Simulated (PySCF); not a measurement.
**`C=C[P@](C)(=S)CSC`: 4 charge schemes on one density**

Species: C₅H₁₁PS₂.
Atom-mapped SMILES: `[CH2:1]=[CH:2][P@:3]([CH3:4])(=[S:5])[CH2:6][S:7][CH3:8]` (hydrogens: H9, H10 on C1; H11 on C2; H12, H13, H14 on C4; H15, H16 on C6; H17, H18, H19 on C8)

Geometry (GFN2-xTB, Å), atoms numbered from 1 in this order:
```xyz
19
C5H11PS2 angstrom
C     -0.7489    2.4114    0.5231
C     -1.1631    1.2270    0.1091
P     -0.3303   -0.2837    0.6768
C     -1.6890   -1.3152    1.3673
S      1.1641   -0.0357    1.8859
C      0.0539   -1.1480   -0.9235
S      0.8135   -0.0187   -2.1324
C      2.5007    0.0590   -1.4773
H      0.0838    2.4860    1.2076
H     -1.2077    3.3329    0.2044
H     -1.9834    1.0963   -0.5839
H     -2.5300   -1.3802    0.6804
H     -2.0087   -0.8625    2.3055
H     -1.2947   -2.3098    1.5751
H     -0.8678   -1.5090   -1.3812
H      0.7283   -1.9871   -0.7408
H      2.9643   -0.9201   -1.5641
H      3.0345    0.7820   -2.0850
H      2.4705    0.3846   -0.4420
```

Density: PBE0/pcSseg-1 (PySCF); schemes: Mulliken, IAO, Hirshfeld and ESP-fitted. One conformer (not necessarily the lowest) at the GFN2-xTB geometry, without solvent, vibrations or thermal averaging.

Problem. At which atom do the 4 schemes differ most?

Solution. At P3: from +0.346 (Hirshfeld) to +1.087 e (IAO), 0.741 e apart.

Problem. Which atoms carry the highest charge in the Mulliken, IAO, Hirshfeld and ESP-fitted schemes?

Solution. All schemes agree: Mulliken P3 (+0.383); IAO P3 (+1.087); Hirshfeld P3 (+0.346); ESP-fitted P3 (+0.580).

Problem. Which atoms carry the lowest charge in the Mulliken, IAO, Hirshfeld and ESP-fitted schemes?

Solution. The schemes don't all agree: Mulliken C6 (-0.464); IAO C4 (-0.652); Hirshfeld S5 (-0.294); ESP-fitted C4 (-0.872).

Problem. What partial charge does each atom carry?

Solution. In e:

```tsv
atom	environment	Mulliken	IAO	Hirshfeld	ESP-fitted
C1	terminal =CH2 carbon	-0.071	-0.253	-0.067	-0.319
C2	alkene CH carbon	-0.372	-0.392	-0.101	-0.185
P3	phosphorus bonded to 3 C and S	+0.383	+1.087	+0.346	+0.580
C4	sp3 carbon bound to phosphorus	-0.399	-0.652	-0.159	-0.872
S5	sulfur bonded to P	-0.379	-0.618	-0.294	-0.404
C6	sp3 carbon bound to sulfur	-0.464	-0.575	-0.119	-0.593
S7	sulfide sulfur	-0.044	+0.092	-0.003	-0.135
C8	S-methyl carbon	-0.375	-0.507	-0.126	-0.379
H9	vinylic hydrogen	+0.150	+0.169	+0.040	+0.168
H10	vinylic hydrogen	+0.129	+0.162	+0.059	+0.173
H11	vinylic hydrogen	+0.134	+0.160	+0.050	+0.182
H12	methyl hydrogen	+0.137	+0.156	+0.050	+0.259
H13	methyl hydrogen	+0.169	+0.176	+0.054	+0.254
H14	methyl hydrogen	+0.161	+0.170	+0.054	+0.254
H15	methylene hydrogen	+0.178	+0.169	+0.050	+0.274
H16	methylene hydrogen	+0.190	+0.170	+0.050	+0.256
H17	methyl hydrogen	+0.142	+0.151	+0.043	+0.139
H18	methyl hydrogen	+0.150	+0.167	+0.052	+0.199
H19	methyl hydrogen	+0.181	+0.169	+0.022	+0.149
```

Mean size of the charges over all atoms: IAO 0.315 e, ESP-fitted 0.304 e, Mulliken 0.221 e, Hirshfeld 0.091 e. Each set sums to the total charge, 0, to within 0.001 e. The ESP scheme is a least-squares fit of atom-centred charges to the potential on four shells outside the van der Waals surface, with the total charge fixed. The Mulliken scheme counts on each atom the diagonal of the density matrix times the overlap matrix over that atom's basis functions.

Problem. How many electrons does the Mulliken scheme count on C1?

Solution. Z − q = 6 − (-0.071) = 6.071.

Problem. Sum the charges by element, for elements with more than one atom.

Solution. 
```
element  atoms  Mulliken     IAO  Hirshfeld  ESP-fitted
      C      5    -1.681  -2.378     -0.573      -2.348
      S      2    -0.423  -0.526     -0.297      -0.539
      H     11    +1.721  +1.818     +0.524      +2.307
```
